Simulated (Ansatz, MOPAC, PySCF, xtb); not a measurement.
Dimer: H2O (SMILES O) (first 3 atoms) with CHN (SMILES C#N); geometry from B3LYP-D3(BJ)/def2-TZVP, rigid monomers moved along the line of their centres of mass till O1···H6 is 3.62 Å.
(charge 0, multiplicity 1):
```xyz
6

O     -0.0834    -0.0777    -0.1033
H      0.7091    -0.2325    -0.6277
H     -0.8282    -0.2309    -0.6938
C     -0.2873    -0.3521     4.5773
N     -0.3363    -0.4389     5.7200
H     -0.2413    -0.2739     3.5040
```

Counterpoise-corrected where a basis set is named; no monomer relaxation. Rows marked so take none.

Frozen-core correlation. CBS(a, b) extrapolates the correlation energy as X⁻³ and adds the Hartree–Fock energy of set b. Rows in 6-31G*, STO-3G carry no dispersion term and start afresh at each structure (6-31G* with six Cartesian d functions). The state that PM7 reach isn't checked; PM7 holds dispersion and hydrogen-bond terms.

Codes used: Ansatz (an electronic-structure program); MOPAC for PM7 (differences of heats of formation); PySCF for 6-31G* rows, STO-3G rows, the dispersion terms; xtb for the GFN methods. Each number belongs to the level named beside it.

```csv
level,interaction energy (meV)
PM7,-55.4
GFN1-xTB,-34.9
GFN2-xTB,-63.3
HF/STO-3G (no counterpoise),-46.9
PBE-D3(BJ)/def2-TZVPPD,-73.3
PBE-D4/def2-TZVPPD,-73.4
BP86/6-31G* (no counterpoise),[?]
wB97X-V/def2-TZVPPD,[?]
"CCSD(T)/CBS(aug-cc-pVDZ, aug-cc-pVTZ)",-73.8
```

Question: Fill in the missing entries.

Answer: 
- BP86/6-31G* (no counterpoise), interaction energy (meV): -81.9
- wB97X-V/def2-TZVPPD, interaction energy (meV): -75.8
